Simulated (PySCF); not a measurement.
# Correlation energy of Sm⁺ (samarium, charge +1)

[Xe] 4f7, high-spin 8S determinant (an excited configuration). Calculation: PySCF 2.14, in cc-pVDZ-X2C (8s7p5d3f1g, 84 functions); scalar relativity by spin-free X2C-1e. Frozen: [Kr] 4d10; 15 electrons correlated.

```csv
level,correlation energy (mhartree)
CCSD,-459.73
(T),-21.36
CCSD(T),-481.09
```

Diagnostics: T1 = 0.029, D1 = 0.0585, largest double amplitude 0.022.

Is a single reference adequate?

Yes, within this model without spin-orbit coupling: T1 lies below 0.03 and no double amplitude reaches 0.07.
